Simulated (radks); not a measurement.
Values are calculated unless marked as measured or tabulated.
Species: P. Configuration: [Ne] 3s2 3p1 4s2 (not the ground configuration).

Level of theory: non-relativistic Kohn-Sham, BLYP, spin-polarised, spherical densities, point nucleus; open shells are filled with parallel spins first (a radial shooting solver on a logarithmic mesh with Libxc functionals).

Energy parts (Ry):
total: -681.35844
kinetic: 680.51571
electron-nucleus: -1611.66255
Hartree: 295.31122
exchange-correlation: -45.52282

Orbitals (lengths in bohr, moments of r in powers of bohr; r(90%) holds 90 % of the orbital's charge):
orbital  occ.  eigenvalue (Ry)  r(90%)   <1/r>
1s up       1        -153.6978   0.186   14.56
1s down     1        -153.6873   0.186   14.56
2s up       1        -13.54909   0.820   2.807
2s down     1        -13.53860   0.820   2.807
2p up       3        -10.00196   0.812   2.710
2p down     3         -9.98756   0.811   2.709
3s up       1         -1.67481    2.64  0.7781
3s down     1         -1.58768    2.67  0.7774
3p up       1         -0.98243    3.11  0.6685
3p down     0         -0.90160    3.19  0.6603
4s up       1         -0.20282    7.68  0.2519
4s down     1         -0.19941    7.76  0.2478
3d up       0         -0.14830    5.82  0.3820
3d down     0         -0.11135    6.68  0.3396
4p up       0         -0.08763    10.1  0.1941
4p down     0         -0.08573    10.2  0.1938

The highest occupied level is 4s down at -2.713 eV. The configuration is held as typed, so some empty levels lie below it. The electron density at the nucleus is 2197 e/bohr^3. Spin moment in Bohr magnetons: 1. Summed over all electrons, <r^2> = 77.21 bohr^2, which gives a Langevin (diamagnetic) susceptibility term of -61.2 x 10^-6 cm^3/mol. The spin density at the nucleus is -0.03722 e/bohr^3 (1s -0.08479, 2s 0.04345, 3s -0.03009, 4s 0.03421), a Fermi contact field of -1.95 T. Virial ratio -V/T = 2.00124.
